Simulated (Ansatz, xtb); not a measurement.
Ranking isomers of C2H6GeOS

3 gas-phase structures of C2H6GeOS, from a drawn sample of its isomers (lower ones may exist). Each was relaxed with GFN2-xTB; where two conformers were screened, the lower at r2SCAN-D4/def2-SVP is listed:

A. `C1C[S][GeH2][O]1`, a singlet
B. `O=[C]([GeH3])CS`, a singlet
C. `C[C](=O)[GeH2][SH]`, a singlet

**Question.** Which do you expect lowest at r2SCAN-D4/def2-SVP, and how would the others follow?

**Answer.** Calculated order at r2SCAN-D4/def2-SVP: A (0.0), C (12.5), B (37.7) kcal/mol.

Energies above the lowest of each column, in kcal/mol; the last columns are at PBE0-D3(BJ)/def2-SVP geometries:

```json
{"structure": "A", "GFN2-xTB": "0.0", "HF/STO-3G": "0.0", "r2SCAN-D4/def2-SVP": "0.0", "PBE0-D3(BJ)/def2-SVP": "0.0", "CCSD(T)/def2-SVP + ΔMP2/def2-TZVPP": "0.0"}
{"structure": "C", "GFN2-xTB": "26.3", "HF/STO-3G": "37.4", "r2SCAN-D4/def2-SVP": "12.5", "PBE0-D3(BJ)/def2-SVP": "13.8", "CCSD(T)/def2-SVP + ΔMP2/def2-TZVPP": "15.3"}
{"structure": "B", "GFN2-xTB": "50.7", "HF/STO-3G": "54.5", "r2SCAN-D4/def2-SVP": "37.7", "PBE0-D3(BJ)/def2-SVP": "37.4", "CCSD(T)/def2-SVP + ΔMP2/def2-TZVPP": "38.3"}
```

Every level run on A puts it lowest or level with the lowest. Flexible structures stand in one conformer each, not always the lowest. The ΔMP2 step shifts differences by up to 5.2 kcal/mol, which makes them less sure. ΔMP2 is the change of the MP2 energy from the smaller to the larger basis.

Programs: Ansatz 0.2.0, xtb 6.7.1.
